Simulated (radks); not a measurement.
Values are calculated unless marked as measured or tabulated.
Question: Species: Se22+. Configuration: [Ne] 3s2. Level of theory: Dirac Kohn-Sham, exchange-only PBE, spin-unpolarised, spherical densities, finite nucleus; Fermi nuclear charge, rms radius 4.14 fm (a radial shooting solver on a logarithmic mesh with Libxc functionals).

Spin-orbit splittings of the eigenvalues, e(l+1/2) - e(l-1/2), with zeta = 2 splitting/(2l+1) and mean radii in bohr:

shell  occ.  splitting (eV)  zeta (eV)  <r> j=l-1/2  <r> j=l+1/2
2p        6           43.16      28.77       0.1655       0.1691
3p        0               ?          ?       0.4632       0.4687

Estimate the 3p splitting.

Answer: 9.993 eV (zeta = 6.662 eV).
